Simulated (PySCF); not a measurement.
**From computed data to an observable: chemical shift, span and skew from a shielding tensor**

difluoromethyl(fluoro)silane (CH₃F₃Si), SMILES F[SiH2]C(F)F. Atoms are numbered in the order given.

```xyz
8

F      1.6360     0.9541     0.0000
Si     0.9841    -0.5461     0.0000
C     -0.9349    -0.3922     0.0000
F     -1.3477     0.2956     1.1165
F     -1.3477     0.2956    -1.1165
H      1.4111    -1.2635    -1.2446
H      1.4111    -1.2635     1.2446
H     -1.4543    -1.3840     0.0000
```

The structure is a stationary point at PBE-D3(BJ)/def2-SVP. The values are those of a single conformer.

GIAO shieldings from PySCF with PBE/pcSseg-1, non-relativistic, no solvent. The symmetric part of the tensor of C3 has the principal values 26.4, 53.3, 62.3 ppm. The same nucleus in TMS has σ = 182.0 ppm at this level (PySCF, at its B3LYP-D3(BJ)/def2-TZVP geometry).

Q: Work out the isotropic shielding, the ¹³C shift against TMS, the span and the skew.

A: 
σ(iso) = (σ11 + σ22 + σ33)/3 = 47.3 ppm. δ = σ(ref) − σ(iso) = 182.0 − (47.3) = 134.7 ppm.
Span Ω = σ33 − σ11 = 35.9 ppm. Skew κ = 3(σ(iso) − σ22)/Ω = -0.50. Tumbling in solution averages the tensor to δ; in a static solid the shielding alone would spread this spin-1/2 line over Ω.
